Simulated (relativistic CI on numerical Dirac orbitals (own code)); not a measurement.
d1 to d9 in one tetrahedral field

Computed with a parametric ligand-field model without spin-orbit coupling, by exact diagonalisation: B = 870, C = 3520, 10Dq = -8100 cm⁻¹ (Td; |10Dq|/B = 9.3) for every shell. Energies in cm⁻¹; the field energy is (0.6 n_e − 0.4 n_t2) × 10Dq of the ground term; g labels are left out.

```tsv
Shell	Ground term	Electrons in e	Field energy	First spin-allowed bands	Lowest term of other spin
d1	2E	1.000	-4860	2T2 8100	
d2	3A2	2.000	-9720	3T2 8100, 3T1 13453	1E 13484
d3	4T1	1.918	-5817	4T2 7048, 4A2 15148	2E 8720
d4	5T2	2.000	-3240	5E 8100	3T1 11675
d5	?	?	?	?	?
d6	5E	3.000	-4860	5T2 8100	3T1 12323
d7	4A2	4.000	-9720	4T2 8100, 4T1 13453	2E 16310
d8	3T1	3.918	-5817	3T2 7048, 3A2 15148	1T2 12727
d9	2T2	4.000	-3240	2E 8100
```

Q: Fill in the row of d5.

A: Ground term: 6A1; Electrons in e: 2.000; Field energy: 0; First spin-allowed bands: none; Lowest term of other spin: 4T1 20569. Every shell keeps the spin of the free ion. Tetrahedral fields of 3d complexes are almost always too weak to pair spins. High-spin d^(n+5) repeats the spin-allowed bands of d^n, since the half-filled shell is spherical.
